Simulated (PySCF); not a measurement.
Mg(NMe2)(SH) (C2H7MgNS), SMILES C[N]([Mg][SH])C. Atoms are numbered in the order given.

```xyz
12

Mg     0.2025    -0.3378     0.2177
N     -0.6056     1.1225    -0.7077
C     -0.6351     1.2612    -2.1493
C     -1.2707     2.2331    -0.0576
H     -1.6718     1.2984    -2.5504
H     -0.1303     2.1899    -2.4954
H     -0.1276     0.4143    -2.6449
H     -0.7974     3.2100    -0.2995
H     -2.3393     2.3193    -0.3537
H     -1.2481     2.1271     1.0418
S      1.2158    -2.0914     1.3470
H      0.1043    -2.8657     1.3326
```

Geometry optimised at TPSSh-D3(BJ)/def2-SVP. The structure was generated by enumeration; whether it is a known compound was not checked. One conformer was computed; it need not be the lowest.

Calculation: PySCF with PBE/def2-TZVP.

Isolated molecule, no solvent.

Computed frontier levels, gap, dipole moment and polarisability:
```json
{
  "highest_occupied_level": "-4.41 eV",
  "lowest_empty_level": "-1.94 eV",
  "orbital_gap": "2.47 eV",
  "dipole_moment": "1.35 D",
  "quadrupole, principal values (traceless, Buckingham form, about the centre of nuclear charge)": "-13.92, 5.47, 8.46 D·Å",
  "mean_static_polarisability": "87.4 bohr³ (12.96 Å³)",
  "polarisability_principal_values": "71.9, 77.4, 112.9 bohr³"
}
```
